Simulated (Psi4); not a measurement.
C4H12GeO4, triplet, at the geometry of the source list (a higher spin typed on purpose: for a closed-shell molecule this is an excited state); HF/STO-3G run with Psi4 1.11.

Input for Psi4:
```
memory 2 GB

molecule {
0 3
  C    -0.80310000   -2.35250000   -1.36370000
  O    -0.63480000   -0.94180000   -1.32240000
  Ge    0.02220000   -0.01870000    0.00450000
  O    -0.40340000    1.64180000   -0.31950000
  C    -1.62880000    2.11330000   -0.86520000
  O    -0.62840000   -0.76800000    1.44110000
  C    -0.26250000   -0.47940000    2.78090000
  O     1.75700000   -0.02730000    0.20980000
  C     2.68660000    0.72910000   -0.55240000
  H    -1.66060000   -2.54710000   -2.01150000
  H    -0.99760000   -2.76220000   -0.37410000
  H     0.08700000   -2.82470000   -1.78270000
  H    -2.26130000    2.50270000   -0.06380000
  H    -2.16470000    1.32800000   -1.39980000
  H    -1.38020000    2.91780000   -1.56090000
  H     0.81550000   -0.55100000    2.92120000
  H    -0.59440000    0.51870000    3.07120000
  H    -0.76370000   -1.22630000    3.39760000
  H     2.66570000    0.43870000   -1.60420000
  H     2.47980000    1.79720000   -0.47420000
  H     3.66960000    0.51150000   -0.13180000
}

set basis sto-3g
set reference uhf

energy('scf')
print_variables()
```

What the program printed (banner, timings and long lists left out):

```
   => Loading Basis Set <=

    Name: STO-3G
    Role: ORBITAL
    Keyword: BASIS

         ---------------------------------------------------------
                                   SCF
               by Justin Turney, Rob Parrish, Andy Simmonett
                          and Daniel G. A. Smith
                              UHF Reference
         ---------------------------------------------------------

  ==> Geometry <==

    Molecular point group: c1
    Full point group: C1

    Geometry (in Angstrom), charge = 0, multiplicity = 3:

       Center              X                  Y                   Z               Mass
    ------------   -----------------  -----------------  -----------------  -----------------
         C           -0.817684577506    -2.338981796905    -1.366016717171    12.000000000000
         O           -0.649384577506    -0.928281796905    -1.324716717171    15.994914619570
         GE           0.007615422494    -0.005181796905     0.002183282829    73.921177761000
         O           -0.417984577506     1.655318203095    -0.321816717171    15.994914619570
         C           -1.643384577506     2.126818203095    -0.867516717171    12.000000000000
         O           -0.642984577506    -0.754481796905     1.438783282829    15.994914619570
         C           -0.277084577506    -0.465881796905     2.778583282829    12.000000000000
         O            1.742415422494    -0.013781796905     0.207483282829    15.994914619570
         C            2.672015422494     0.742618203095    -0.554716717171    12.000000000000
         H           -1.675184577506    -2.533581796905    -2.013816717171     1.007825032230
         H           -1.012184577506    -2.748681796905    -0.376416717171     1.007825032230
         H            0.072415422494    -2.811181796905    -1.785016717171     1.007825032230
         H           -2.275884577506     2.516218203095    -0.066116717171     1.007825032230
         H           -2.179284577506     1.341518203095    -1.402116717171     1.007825032230
         H           -1.394784577506     2.931318203095    -1.563216717171     1.007825032230
         H            0.800915422494    -0.537481796905     2.918883282829     1.007825032230
         H           -0.608984577506     0.532218203095     3.068883282829     1.007825032230
         H           -0.778284577506    -1.212781796905     3.395283282829     1.007825032230
[...]
   @DF-UHF iter  43: -2503.48050082828013   -2.94526e-08   1.29743e-06 DIIS
   @DF-UHF iter  44: -2503.48050084795796   -1.96778e-08   9.49153e-07 DIIS
  Energy and wave function converged.

  ==> Post-Iterations <==

   @Spin Contamination Metric:   3.626514204E-02
   @S^2 Expected:                2.000000000E+00
   @S^2 Observed:                2.036265142E+00
   @S   Expected:                1.000000000E+00
   @S   Observed:                1.000000000E+00

    Orbital Energies [Eh]
    ---------------------

    Alpha Occupied:

[...]
    Alpha Virtual:

[...]
      70A      0.802732

    Beta Occupied:

[...]
      49A     -0.168623

    Beta Virtual:

[...]
    Final Occupation by Irrep:
              A
    DOCC [    49 ]
    SOCC [     2 ]
    NA   [    51 ]
    NB   [    49 ]

  @DF-UHF Final Energy: -2503.48050084795796

   => Energetics <=

    Nuclear Repulsion Energy =            895.9648952779367619
    One-Electron Energy =               -5291.2675533825859020
    Two-Electron Energy =                1891.8221572566903887
    Total Energy =                      -2503.4805008479584103

  UHF NO Occupations:
  HONO-2 :   49  A 1.9873953
  HONO-1 :   50  A 1.0000000
  HONO-0 :   51  A 1.0000000
  LUNO+0 :   52  A 0.0126047
  LUNO+1 :   53  A 0.0032627
  LUNO+2 :   54  A 0.0012201
  LUNO+3 :   55  A 0.0004660

Computation Completed

Properties will be evaluated at   0.000000,   0.000000,   0.000000 [a0]

Properties computed using the SCF density matrix

 Multipole Moments:

 ------------------------------------------------------------------------------------
     Multipole            Electronic (a.u.)      Nuclear  (a.u.)        Total (a.u.)
 ------------------------------------------------------------------------------------

 L = 1.  Multiply by 2.5417464519 to convert [e a0] to [Debye]
 Dipole X            :         -0.1084495           -0.3336458           -0.4420953
 Dipole Y            :         -1.1282830            0.2972923           -0.8309907
 Dipole Z            :          0.1470334           -0.0587170            0.0883164
 Magnitude           :                                                    0.9454066

 ------------------------------------------------------------------------------------

  Variable Map:
  ----------------------------------------------------------------------------
[...]
  Array Variable Map:
  ----------------------------------------------------------------------------
[...]
[...]
```
